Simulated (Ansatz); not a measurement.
The cluster TlF₂⁻. Charge -1, multiplicity 5. Geometry PBE0-D4/def2-TZVPD; atoms count from 1.

```xyz
3

Tl    0.192   -0.010    0.399
F     1.092   -0.064    2.326
F    -1.284    0.074   -2.725
```

In the def2 sets Tl takes a core potential; there is no spin–orbit coupling. The highest occupied level of the charge -1 quintet lies above zero (up to 0.91 eV). It is a level of α spin, whose loss leaves a quartet; that state wasn't run at this geometry and level. The electron is either unbound and held by the finite basis, or the level is raised by self-interaction error. In the quintet geometry the species has come apart into loosely held pieces. At PBE0-D4/def2-TZVPD a singlet of charge -1 lies 9.08 eV below the quintet, each at its own geometry. The structure comes from a short search, and lower isomers may exist.

**Question.** Estimate the Mulliken populations from the PBE0/def2-TZVPD orbitals of Ansatz.

**Answer.** 
```tsv
atom	charge (e)	spin (α − β)
Tl1	-0.60	2.76
F2	-0.41	0.24
F3	0.01	0.99
```
Mulliken values and Mayer orders depend strongly on the basis. With diffuse functions, as here, like atoms can get unlike values, and bond orders can come out too low or too high.

**Question.** Where does the spin sit?

**Answer.** Summed by element: Tl 2.76, F 1.24, of 4 unpaired in all. Largest on single atoms: Tl1 2.76, F3 0.99, F2 0.24.

**Question.** And the Mayer bond orders between bonded heavy atoms (over 0.3)?

**Answer.** Tl1–F2 0.48 (2.13 Å).
